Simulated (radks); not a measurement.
Values are calculated unless marked as measured or tabulated.
Kr, configuration [Ar] 3d9.5 4s2 4p6 5p0.5 (fractional occupations, a model configuration). Level of theory: scalar-relativistic Kohn-Sham, BLYP, spin-polarised, spherical densities, finite nucleus; open shells are filled with parallel spins first; Fermi nuclear charge, rms radius 4.1884 fm (a radial shooting solver on a logarithmic mesh with Libxc functionals). Some entries of the table are withheld. Estimate them.

orbital  occ.  eigenvalue (eV)  <r^2> (bohr^2)  <1/r> (bohr^-1)
1s up       1        -14173.78        0.002318            36.76
1s down     1        -14173.77        0.002318            36.76
2s up       1        -1878.108         0.03971            8.163
2s down     1        -1877.551         0.03970            8.164
2p up       3        -1662.273         0.03137            7.984
2p down     3        -1661.853         0.03135            7.985
3s up       1        -274.7946          0.3206            2.712
3s down     1        -273.9651          0.3210            2.711
3p up       3        -206.0314          0.3378            2.562
3p down     3        -205.2099          0.3383            2.560
3d up       5         -92.3491          0.3679            2.297
3d down   4.5         -91.4957          0.3695            2.294
4s up       1         -27.7970             (1)           0.8797
4s down     1         -27.6816             (2)           0.8777
4p up       3         -13.1853           3.952              (3)
4p down     3         -13.1128           3.972              (4)
5s up       0          -1.9292           40.12           0.2181
5p up     0.5          -0.7800           95.80           0.1353

Answer. 
(1) 4s up <r^2> (bohr^2): 2.653
(2) 4s down <r^2> (bohr^2): 2.663
(3) 4p up <1/r> (bohr^-1): 0.7234
(4) 4p down <1/r> (bohr^-1): 0.7215
